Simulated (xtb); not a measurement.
C3H5ClOSi, SMILES O[Si@H](CC#C)Cl. All values are semi-empirical tight-binding results from xtb (GFN2-xTB unless named), good for trends rather than for accurate numbers. Geometry: GFN2-xTB. The structure was generated by enumeration; whether it is a known compound was not checked. The values are those of a single conformer.

Optimised geometry:

Bonds (Å): C1–C2 1.197, C1–H7 1.049, C2–C3 1.444, C3–Si4 1.912, C3–H8 1.095, C3–H9 1.092, Si4–O5 1.624, Si4–Cl6 2.026, Si4–H10 1.452, O5–H11 0.954. Angles (°): C2–C1–H7 178.8, C1–C2–C3 178.9, C2–C3–Si4 112.8, C2–C3–H8 108.3, C2–C3–H9 108.7, Si4–C3–H8 110.4, Si4–C3–H9 109.3, H8–C3–H9 107.2, C3–Si4–O5 109.6, C3–Si4–Cl6 108.8, C3–Si4–H10 113.1, O5–Si4–Cl6 109.7, O5–Si4–H10 104.9, Cl6–Si4–H10 110.6, Si4–O5–H11 123.7.
Charge 0, spin multiplicity 1.

The geometry has at least one imaginary mode, so it is a saddle point at that level.

**Question.** Estimate the properties. (The exact figures need the calculation; the answer reports its results.)

**Answer.** 
orbital gap: 5.71 eV
dipole moment: 1.69 D
static polarisability (D4 model): 79.3 bohr³
solvation energy, GFN2-xTB/ALPB(water): -6.0 kcal/mol
solvation energy, GFN2-xTB/ALPB(benzene): -5.5 kcal/mol

**Question.** Give the atomic charges and the Wiberg bond orders between heavy atoms. (Estimate from the structure and the level; the computed values follow.)

**Answer.** charges (e) C1 -0.12, C2 -0.04, C3 -0.13, Si4 0.57, O5 -0.47, Cl6 -0.27, H7 0.07, H8 0.06, H9 0.05, H10 -0.04, H11 0.32. Bond orders C1–C2 2.88, C2–C3 1.08, C3–Si4 0.84, Si4–O5 1.19, Si4–Cl6 1.04.
